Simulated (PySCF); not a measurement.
**[VCl5]3-: what the settings change**

The complex [VCl5]3- (charge -3) contains V(II), shell d3. The structure is a PBE0-D3(BJ)/def2-TZVP, IEF-PCM water geometry optimised for multiplicity 4; coordination square pyramidal, point group C2v, metal–donor distances 2.45–2.51 Å.

```
6

V     0.000    0.000    0.000
Cl    2.492    0.000   -0.326
Cl   -2.492    0.000   -0.326
Cl    0.000    0.000    2.449
Cl    0.000   -2.464   -0.453
Cl    0.000    2.464   -0.453
```

Method (PySCF 2.14, density fitting): CASSCF(3,5) with orbitals averaged over all microstates of the shell, strongly contracted NEVPT2 on the averaged canonical orbitals; basis x2c-TZVPall on the metal, x2c-SVPall elsewhere; spin-free X2C; IEF-PCM water; spin-orbit coupling by state interaction with the mean-field operator over all roots.

Base run: NEVPT2 ground state 4A1, next 4B2 at 3456, then 4B1 at 3910 cm⁻¹, B(CASSCF) 888, ζ 159 cm⁻¹, D 1.44 cm⁻¹, g 1.898 1.909 1.956, μeff(300 K) 3.83 μB.

(1) What happens with the basis x2c-TZVPall on all atoms?

(2) What happens with orbitals averaged over the highest spin alone?

No frequencies were computed for the optimised geometry.

Results:

(1) NEVPT2 ground state 4A1, next 4B2 at 3518, then 4B1 at 3970 cm⁻¹, B(CASSCF) 886, ζ 159 cm⁻¹, D 1.39 cm⁻¹, g 1.899 1.911 1.956, μeff(300 K) 3.83 μB. It took 28 s against 14 s on a shared host of the same kind.

(2) NEVPT2 ground state 4A1, next 4B2 at 3477, then 4B1 at 3925 cm⁻¹, B(CASSCF) 909, ζ 164 cm⁻¹, D 1.50 cm⁻¹, g 1.894 1.906 1.954, μeff(300 K) 3.83 μB.
